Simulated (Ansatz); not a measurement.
Born–Oppenheimer molecular dynamics of CH9AlO2Si (14 atoms, charge 0, multiplicity 1). It starts from a rough guess of a transition structure, not a stationary point.

Computed with Ansatz 0.2.0, UKS PBE0/STO-3G.

```json
{"ensemble": "NVE (velocity Verlet)", "time step": "0.5 fs", "steps asked": "150", "starting velocities drawn for": "300 K", "seed": "714961"}
```

First frame:

```xyz
14
Properties=species:S:1:pos:R:3
Al -1.047 0.910 1.540
O -0.062 -0.942 0.957
C 0.384 -2.235 0.680
H -0.266 1.666 2.619
H -2.577 0.839 1.496
H -0.003 -0.048 0.049
O -0.169 1.120 -0.443
Si 0.429 1.535 -1.886
H 1.364 -2.202 0.190
H -0.326 -2.761 0.029
H 0.476 -2.788 1.619
H -0.689 1.861 -2.771
H 1.165 0.364 -2.376
H 1.320 2.681 -1.703
```

Task: How far do the bonds stretch over the last three quarters of this one trajectory? (Pairs bonded in most of those frames.)

Result: 
```csv
bond,mean (Å),spread (Å),shortest,longest
Al1–O2,2.052,0.304,1.63,2.44
Al1–H4,1.500,0.033,1.45,1.56
Al1–H5,1.503,0.034,1.45,1.56
Al1–O7,1.817,0.135,1.61,2.04
O2–C3,1.467,0.088,1.28,1.59
O2–H6,1.172,0.073,1.06,1.31
C3–H9,1.110,0.014,1.08,1.15
C3–H10,1.110,0.025,1.07,1.15
C3–H11,1.107,0.013,1.08,1.13
O7–Si8,1.703,0.102,1.48,1.87
Si8–H12,1.452,0.007,1.44,1.46
Si8–H13,1.451,0.014,1.43,1.47
Si8–H14,1.452,0.006,1.44,1.47
```

Pairs bonded in part of these frames only: Al1–O2 71 %, Al1–H6 34 %, O2–H6 73 %, H6–O7 37 %.

Mean temperature of the second half: 1154 K. The conserved energy stayed within 0.24 meV per atom of its start (net change -0.085 meV per atom), so the integration is sound. The kinetic energy rose, since the run started high on the potential surface and went downhill. A run of 0.075 ps of so small a system gives no equilibrium averages. The orbitals were unrestricted but ended closed-shell. Limits of this set-up: minimal basis.

Run time: 12 min on 1 thread of Arm Neoverse V1 (shared host), peak memory 0.16 GiB.
